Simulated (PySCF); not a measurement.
# Stretching Bi2

Set-up: Bi def2-SVP with ECP60; scalar-relativistic core potentials (PySCF 2.14). Energies in eV from Bi + Bi in their ground configurations at the same level. All curves are PBE0. state 1: singlet, closed shell; state 2: triplet, unpaired electrons π ↑↑, a mixture of terms (⟨Lz²⟩ = 2.0), a second solution, started from another occupation; state 3: ⁵Σg⁺ (quintet), unpaired electrons π ↑↑↑↑, a second solution, started from another occupation; state 4: triplet, unpaired electrons π ↑↑, a mixture of terms (⟨Lz²⟩ = 2.0), a second solution, started from another occupation.

| R (Å) | state 1 | state 2 | state 3 | state 4 |
| --- | --- | --- | --- | --- |
| 2.300 | -0.701 | 1.662 | 3.7885 | 2.1875 |
| 2.407 | -1.569 | 0.410 | 2.1449 | 0.9289 |
| 2.514 | -2.001 | -0.372 | 1.0045 | 0.1410 |
| 2.594 | -2.121 | -0.734 | 0.3956 | -0.2249 |
| 2.674 | -2.132 | -0.953 | -0.0518 | -0.4467 |
| 2.754 | -2.088 | -1.061 | -0.3716 | -0.5578 |
| 2.861 | -1.975 | -1.077 | -0.6452 | -0.5777 |
| 2.995 | -1.780 | -0.955 | -0.8073 | -0.4599 |
| 3.155 | -1.513 | -0.682 | -0.8252 | -0.1907 |
| 3.369 | -1.153 | -0.214 | -0.6734 | 0.2733 |

Q: Put a parabola through the three lowest points of the state 2 curve and estimate Re, k and ωe (reduced mass 104.5 u; 1 eV/Å² = 0.16022 mdyn/Å; ωe = 1302.8·√(k/μ) cm⁻¹).

A: Through R = 2.754, 2.861, 2.995 Å the second-order coefficient is 4.40 eV/Å², so Re ≈ 2.824 Å, k ≈ 1.41 mdyn/Å and ωe ≈ 151 cm⁻¹. A polynomial fit of higher order to the unrounded PBE0 energies gives Re = 2.820 Å, k = 1.67 mdyn/Å, ωe = 164 cm⁻¹; anharmonicity and rounding make the difference.

The higher-order fit for each curve: state 2: Re = 2.820 Å, ωe = 164 cm⁻¹, minimum 1.09 eV below the ground-state fragments; state 3: Re = 3.091 Å, ωe = 121 cm⁻¹, minimum 0.84 eV below the ground-state fragments; state 4: Re = 2.824 Å, ωe = 164 cm⁻¹, minimum 0.58 eV below the ground-state fragments. State 1 gave no clean fit.

⟨S²⟩ is raised (Bi2 0.17), so spin contamination touches these numbers. Closed-shell solutions of metal pairs were not tested for spin polarisation, which can lower them a little. ⟨S²⟩ of the unrestricted solution departs from its pure value on part of the curve, where spin states mix. Spin–orbit coupling is left out, which matters for elements this heavy, above all for dissociation energies.
